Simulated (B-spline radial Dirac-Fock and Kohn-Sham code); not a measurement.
## Binding energies of Tc¹⁹⁺ at several levels of theory

System: technetium as Tc¹⁹⁺, configuration 1s2 2s2 2p6 3s2 3p6 3d6.

The density-functional columns are spherical, spin-unpolarised Dirac-Kohn-Sham results without Breit or QED terms: −ε is minus the orbital energy of the initial state and ΔSCF the difference of two total energies. The reference in the last column comes from Dirac-Fock (average of configuration) total-energy differences with a finite nucleus, the Breit interaction including its frequency dependence, and self-energy and vacuum-polarisation corrections. All numbers are from a radial atomic solver, in eV; a selection of levels is shown. For the 1s level of heavy atoms much of the gap between ΔSCF and the reference is the Breit and QED part, -59.0 eV here; for other levels the error of the functional can be larger.

```csv
level,LDA −ε,LDA ΔSCF,Dirac-Fock
1s,21457.3,21756.3,21703.9
2s,3590.8,3655.9,3695.1
2p1/2,3364.3,3441.5,3444.3
2p3/2,3245.6,3320.1,3327.1
3s,1065.9,1093.8,1113.7
3p1/2,980.2,1008.7,1015.6
3p3/2,957.5,985.5,993.0
3d,808.3,838.8,837.2
```

Values without a named source are computed, but for edge energies of neutral atoms, which are taken from tables.
